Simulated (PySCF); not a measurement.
Spinor energies of Ga⁵⁺ (gallium, charge +5)

Start: [Ar] 3d8; 3d3/2 filled at m_j = -3/2, -1/2, +1/2, +3/2; 3d5/2 filled at m_j = -1/2, +1/2, +3/2, +5/2. Calculated with PySCF 2.14 in an even-tempered Gaussian basis (18 s from 0.2 bohr⁻², ratio 2.8; 13 p from 0.26 bohr⁻², ratio 2.8; 9 d from 0.26 bohr⁻², ratio 2.8; 4 f from 2.2 bohr⁻², ratio 3): generalised Hartree-Fock with the X2C-1e Hamiltonian and a Gaussian nucleus; spin-orbit coupling (SO) screened by Boettger's factors.

| spinor shell | electrons | ε, screened SO (eV) | weight of nominal j (screened SO) | rms radius, screened SO (bohr) |
| --- | --- | --- | --- | --- |
| 1s1/2 | 2 | -10530.1 | 1.000 | 0.0560 |
| 2s1/2 | 2 | -1430.5 | 1.000 | 0.236 |
| 2p1/2 | 2 | -1272.2 | 0.999 | 0.209 |
| 2p3/2 | 4 | -1243.0 | 0.999 | 0.212 |
| 3s1/2 | 2 | -263.14 | 1.000 | 0.687 |
| 3p1/2 | 2 | -211.76 | 0.867 | 0.708 |
| 3d3/2 | 4 | -117.62 | 0.681 | 0.777 |
| 3d5/2 | 4 | -116.15 | 0.723 | 0.782 |

Task: Where does 3p3/2 lie, and what is the 3p spin-orbit splitting (screened SO)?

Result: At -203.67 eV, 8.093 eV above 3p1/2.

```
   quantity  screened SO
E (hartree)  -1934.86838
        M_J            4
       ⟨J²⟩       20.003
       ⟨L²⟩       12.019
       ⟨S²⟩        1.999
```

Each row is a mean over spinors that exchange with the open shell spreads, by up to 13.610 eV (3p3/2).

Rows whose weight is well below 1 are mixtures of j = l ± 1/2: exchange outweighs spin-orbit coupling there, and the label is only the starting occupation.
